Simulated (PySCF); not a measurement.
## Two-component Hartree-Fock for Cu+ (copper, charge +1)

Start: [Ar] 3d10. Calculated with PySCF 2.14 in x2c-TZVPPall-2c (6s7p4d2f1g, 70 functions): generalised Hartree-Fock with the X2C-1e Hamiltonian and a Gaussian nucleus; one run each with spin-orbit coupling (SO) switched off, then screened by Boettger's factors.

```csv
spinor shell,electrons,"ε, spin-free (eV)","ε, screened SO (eV)",weight of nominal j (screened SO),"rms radius, screened SO (bohr)"
1s1/2,2,-9056.2,-9056.1,1.000,0.0601
2s1/2,2,-1142.1,-1142.1,1.000,0.254
2p1/2,2,-982.74,-996.84,1.000,0.226
2p3/2,4,-982.74,-975.89,1.000,0.229
3s1/2,2,-148.97,-148.97,1.000,0.767
3p1/2,2,-100.29,-102.19,1.000,0.812
3p3/2,4,-100.29,-99.370,1.000,0.823
3d3/2,4,-21.882,-22.099,1.000,1.13
3d5/2,6,-21.882,-21.740,1.000,1.15
```

```json
{"quantity": "E (hartree)", "spin-free": "-1652.86828", "screened SO": "-1652.90913"}
{"quantity": "M_J", "spin-free": "0", "screened SO": "0"}
{"quantity": "⟨J²⟩", "spin-free": "0.000", "screened SO": "0.000"}
{"quantity": "⟨L²⟩", "spin-free": "0.000", "screened SO": "0.002"}
{"quantity": "⟨S²⟩", "spin-free": "0.000", "screened SO": "0.002"}
```

Without spin-orbit coupling the j labels of p, d and f shells carry no meaning; the spin-free column gives the mean over the occupied spinors of each nl shell.
